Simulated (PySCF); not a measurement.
Mg(Br)(NH2), H2BrMgN, SMILES [NH2][Mg][Br], singlet, PBE0/def2-SVP optimised geometry.

```
5

Mg     0.07     0.00     0.00
Br     2.42     0.00     0.00
N     -1.81     0.00     0.00
H     -2.42     0.40     0.71
H     -2.42    -0.40    -0.72
```

Density from PBE0/def2-TZVP (PySCF) at that geometry.

Minimum of the electron density along straight lines between bonded atoms, close to the bond critical point (lines longer than 1.1 times the sum of covalent radii, or with two minima, are not listed):

| bond | length / Å | ρ at the minimum / e bohr⁻³ | ∇²ρ there / e bohr⁻⁵ | position (fraction from the first atom) |
|---|---|---|---|---|
| Mg1–Br2 | 2.356 | 0.046 | (withheld) | 0.38 |
| Mg1–N3 | 1.880 | (withheld) | (withheld) | 0.43 |
| N3–H4 | 1.016 | 0.329 | -1.51 | 0.73 |
| N3–H5 | 1.016 | 0.329 | -1.51 | 0.73 |

Question: Complete the blanks.

Answer: 
- Mg1–Br2, ∇²ρ there / e bohr⁻⁵: 0.21
- Mg1–N3, ρ at the minimum / e bohr⁻³: 0.073
- Mg1–N3, ∇²ρ there / e bohr⁻⁵: 0.51
